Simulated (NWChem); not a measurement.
Species: SiF2, singlet; SMILES F[Si]F

All runs: NWChem. Pople sets run with spherical d functions. Low-valent species are run as closed-shell singlets; no triplet was tried in these runs. The geometry was optimised at PBE-D3(BJ)/def2-SVP. Level: M06-2X/6-31G* with SMD (1 M gas to 1 M solution), gas-phase geometry. Reactions with the solvent are ignored.

Question: Order these by “solvation free energy (kcal/mol)”, lowest first: diethyl ether; water; n-hexane.

Answer: diethyl ether (-2.6), n-hexane (-1.7), water (-1.1)
